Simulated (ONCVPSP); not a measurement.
**Before and after: ONCV potential for Br (Z = 35)**

ONCVPSP 4.0.1 input, shortened (lines: element, Z, core and valence counts, functional; n l f; lmax; l rc ep ncon nbas qcut; lloc lpopt rc5 dvloc0; l nproj debl; icmod fcfact rcfact), PW91, scalar-relativistic:

```
  Br 35.00    5    3  -109134      upf
    1    0    2.00
    2    0    2.00
    2    1    6.00
    3    0    2.00
    3    1    6.00
    3    2   10.00
    4    0    2.00
    4    1    4.75
    2
    0    1.25    0.00    5    9    6.20
    1    1.40    0.00    4    7    5.60
    2    0.80    0.00    3    7   18.60
    4    5    0.55    6.00
    0    2    0.30
    1    2    2.50
    2    2    3.50
    3    2.25    1.15
```

In the s channel the program set the typed energies aside and used -0.832, 0.250 Ha.

All-electron outer shells of the reference configuration (PW91, scalar-relativistic, ld1.x):

```json
{"shell": "3s", "level (eV)": "-240.70", "outermost node (bohr)": "0.23", "outermost maximum (bohr)": "0.48"}
{"shell": "3p", "level (eV)": "-176.19", "outermost node (bohr)": "0.21", "outermost maximum (bohr)": "0.48"}
{"shell": "3d", "level (eV)": "-69.45", "outermost node (bohr)": "–", "outermost maximum (bohr)": "0.43"}
{"shell": "4s", "level (eV)": "-22.64", "outermost node (bohr)": "0.67", "outermost maximum (bohr)": "1.41"}
{"shell": "4p", "level (eV)": "-10.19", "outermost node (bohr)": "0.70", "outermost maximum (bohr)": "1.66"}
```

Change: p: debl 0.45.

Cutoffs: the cutoffs (Ha) at which the residual kinetic energy of the hardest occupied pseudo-wave falls to 1 and 0.1 mHa per electron; they do not see the model core or the augmentation charge, which bear on the density cutoff. Errors are all-electron minus pseudo energies relative to the spin-unpolarised reference configuration.

**Question.** How do hardness, ghosts and transferability respond?

**Answer.** The potential gets neither clearly harder nor softer (146 Ha and 160 Ha → 146 Ha and 160 Ha); the bound ghosts move from s to p, s; the lowest positive-energy flag moves from p at 31.3 eV to none; the number of tests with a reliable result goes from 4 to 3; of the 3 tests that both files solve, the error grows in 0 and shrinks in 1 by more than 15 % and 0.3 meV (median size 1.4 → 1.6 meV); the range in which the p phases agree widens (upper end 1.1 → at the end of the scan).

| quantity | base | changed |
| --- | --- | --- |
| cutoff, loose | 146 Ha | 146 Ha |
| cutoff, tight | 160 Ha | 160 Ha |
| bound ghosts | s | s, p |
| GHOST(+) flags under 300 eV | p at 31.3 eV | none |
| tests with a reliable result | 4 of 4 | 3 of 4 |
| error for 3d10 4s2 4p5, meV [ΔE -2.26 eV] | +0.4 | +0.4 |
| error for 3d10 4s2 4p4, meV [ΔE 10.35 eV] | -1.4 | -1.6 |
| error for 3d10 4s2 4p1, meV [ΔE 113.40 eV] | +22 | +17 |
| s: phases at 1.27 bohr within 0.05 rad from the reference energy up to (Ha; the scan ends near 5) | to the end of the scan | to the end of the scan |
| p: phases at 1.42 bohr within 0.05 rad from the reference energy up to (Ha; the scan ends near 5) | 1.1 | to the end of the scan |
| d: phases at 0.81 bohr within 0.05 rad from the reference energy up to (Ha; the scan ends near 5) | to the end of the scan | to the end of the scan |
| rms error of d²Exc/dni dnj with the model core, mHa | 7.61 | 7.60 |

 A true bound ghost makes a file unfit for plane-wave use even where its test errors are small: the radial tests pick states by their node count and pass the ghost by.
